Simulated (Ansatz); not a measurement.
Ansatz (a program for electronic structure) input:

Ansatz 0.2 input:
```yaml
crystal:
  periodic: [false, false, false]
  atoms:
    - {symbol: Y, position_ang: [0.13609656, -0.11790235, 0.26725341]}
    - {symbol: O, position_ang: [1.26596856, -0.15246216, -1.16535862]}
    - {symbol: F, position_ang: [-1.71505712, 0.64643208, -0.12222377]}
basis:
  gaussian:
    orbitals: def2-TZVP
hamiltonian:
  xc: {name: SVWN5}
relax: {f_tol: 0.003, max_steps: 100}
```

**Question.** Which total energy does the run end on?

**Answer.** -212.30554 Eh (SVWN5/def2-TZVP). The basis has 102 functions.
